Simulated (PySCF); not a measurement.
C3H14SeSi3, SMILES C[Si]([SiH2][SiH2][SeH])(C)C (GFN2-xTB optimised geometry):

```
21

C      2.031    -0.632     1.736
Si     1.395    -1.108     0.000
C      2.020     0.196    -1.249
C      2.095    -2.819    -0.483
Si    -0.954    -1.108     0.000
Si    -1.915     1.011     0.000
Se    -0.429     2.400     1.128
H      1.718    -1.347     2.491
H      3.115    -0.571     1.768
H      1.643     0.342     2.026
H      3.105     0.219    -1.297
H      1.688     1.190    -0.960
H      1.651     0.004    -2.253
H      1.775    -3.104    -1.481
H      1.755    -3.590     0.201
H      3.181    -2.826    -0.473
H     -1.557    -1.786    -1.160
H     -1.527    -1.832     1.148
H     -3.181     1.259     0.698
H     -2.067     1.687    -1.292
H     -1.202     3.590     1.004
```

Level of theory: PySCF with PBE0/def2-SVP.

Question: What are the frontier orbital energies and the dipole moment?

Answer: HOMO-2 -8.33 eV, HOMO-1 -7.91 eV, HOMO -6.60 eV, LUMO -0.49 eV, LUMO+1 -0.05 eV; dipole moment 1.29 D.

Meta-Löwdin charges at PBE0/def2-SVP: C1 -0.54, Si2 0.68, C3 -0.54, C4 -0.54, Si5 0.08, Si6 0.29, Se7 -0.26, H8 0.11, H9 0.12, H10 0.12, H11 0.11, H12 0.12, H13 0.11, H14 0.12, H15 0.11, H16 0.12, H17 -0.06, H18 -0.06, H19 -0.07, H20 -0.08, H21 0.06.
